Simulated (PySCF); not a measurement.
C2H7N2, SMILES N[CH]CN, multiplicity 2.

Coordinates come from a B3LYP-D3(BJ)/def2-SVP optimisation. The isomer is the one that the SMILES or the coordinates give; other isomers of the formula were not compared. One conformer was computed; it need not be the lowest.

Calculation: TDA-PBE/def2-SVPD (PySCF).

Vertical excitations. The molecule is in vacuum.

```json
[
 {"state": "root 1", "energy (eV)": "3.01", "λ (nm)": "412", "f": "0.014", "main pairs": "α HOMO→LUMO 99 %"},
 {"state": "root 2", "energy (eV)": "3.69", "λ (nm)": "336", "f": "0.014", "main pairs": "α HOMO→LUMO+1 99 %"},
 {"state": "root 3", "energy (eV)": "3.92", "λ (nm)": "316", "f": "0.002", "main pairs": "α HOMO→LUMO+2 100 %"},
 {"state": "root 4", "energy (eV)": "4.11", "λ (nm)": "302", "f": "0.004", "main pairs": "β HOMO→LUMO 98 %"},
 {"state": "root 5", "energy (eV)": "4.35", "λ (nm)": "285", "f": "0.042", "main pairs": "α HOMO→LUMO+3 99 %"},
 {"state": "root 6", "energy (eV)": "4.92", "λ (nm)": "252", "f": "0.004", "main pairs": "α HOMO→LUMO+4 99 %"},
 {"state": "root 7", "energy (eV)": "5.20", "λ (nm)": "238", "f": "0.003", "main pairs": "α HOMO→LUMO+5 99 %"},
 {"state": "root 8", "energy (eV)": "5.55", "λ (nm)": "224", "f": "0.000", "main pairs": "α HOMO−1→LUMO 67 %, β HOMO→LUMO+1 32 %"},
 {"state": "root 9", "energy (eV)": "5.78", "λ (nm)": "214", "f": "0.008", "main pairs": "α HOMO−1→LUMO 31 %, β HOMO→LUMO+1 66 %"},
 {"state": "root 10", "energy (eV)": "5.86", "λ (nm)": "212", "f": "0.024", "main pairs": "α HOMO→LUMO+6 97 %"}
]
```
Unrestricted roots are not spin-pure.
